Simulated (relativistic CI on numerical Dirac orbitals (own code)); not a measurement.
Ligand-field terms of d4

Computed with a parametric ligand-field model of a d^n configuration (Racah B and C, spin-orbit zeta, crystal field), exact diagonalisation.

Field parameters in Wybourne normalisation: D4h B²₀ = −7Ds, B⁴₀ = 21(Dq − Dt), B⁴₄ = 21√(5/14) Dq; Oh B⁴₀ = 21Dq, B⁴₄ = √(5/14) B⁴₀; Td as Oh with Dq negative (B⁴₀ = 21Dq, B⁴₄ = √(5/14) B⁴₀). The field is a parameter set, without covalency.

Ground term and bands for B = 730, C = 3740, ζ = 0 cm⁻¹, Oh, 10Dq = 12850 cm⁻¹?

Ground term 5E with 1.00 electrons in the two orbitals of the cubic e set. Spin-allowed: 5T2 12850 cm⁻¹ (778 nm). Lowest spin-forbidden: 3T1 8441 cm⁻¹ (1185 nm), 1T2 18269 cm⁻¹ (547 nm), 3E 18576 cm⁻¹ (538 nm).

Ground term and bands for B = 970, C = 3520, ζ = 0 cm⁻¹, D4h, 10Dq = 25550, Ds = 3000, Dt = 860 cm⁻¹?

Ground term 5B1 with 1.00 electrons in the two orbitals of the cubic e set. Spin-allowed: 5A1 16300 cm⁻¹ (613 nm), 5B2 25550 cm⁻¹ (391 nm), 5E 30250 cm⁻¹ (331 nm). Lowest spin-forbidden: 3E 7848 cm⁻¹ (1274 nm), 3A2 11931 cm⁻¹ (838 nm), 1A1 17398 cm⁻¹ (575 nm).

Ground term and bands for B = 770, C = 3880, ζ = 0 cm⁻¹, D4h, 10Dq = 20150, Ds = 3000, Dt = -370 cm⁻¹?

Ground term 5B1 with 1.00 electrons in the two orbitals of the cubic e set. Spin-allowed: 5A1 10150 cm⁻¹ (985 nm), 5B2 20150 cm⁻¹ (496 nm), 5E 31000 cm⁻¹ (323 nm). Lowest spin-forbidden: 3E 1875 cm⁻¹, 1A1 6309 cm⁻¹ (1585 nm), 3A2 12014 cm⁻¹ (832 nm).

Ground term and bands for B = 800, C = 4130, ζ = 0 cm⁻¹, Td, 10Dq = -3100 cm⁻¹?

Ground term 5T2 with 2.00 electrons in the two orbitals of the cubic e set. Spin-allowed: 5E 3100 cm⁻¹ (3226 nm). Lowest spin-forbidden: 3T1 18309 cm⁻¹ (546 nm), 3T2 19476 cm⁻¹ (513 nm), 3T1 20694 cm⁻¹ (483 nm).

Ground term and bands for B = 720, C = 2720, ζ = 0 cm⁻¹, D4h, 10Dq = 34950, Ds = 3000, Dt = 150 cm⁻¹?

Ground term 3E with 0.02 electrons in the two orbitals of the cubic e set. Spin-allowed: 3A2 8051 cm⁻¹ (1242 nm), 3B1 28434 cm⁻¹ (352 nm), 3A2 29752 cm⁻¹ (336 nm), 3E 30357 cm⁻¹ (329 nm). Lowest spin-forbidden: 1A1 3852 cm⁻¹ (2596 nm), 1E 8451 cm⁻¹ (1183 nm), 5B1 13218 cm⁻¹ (757 nm).
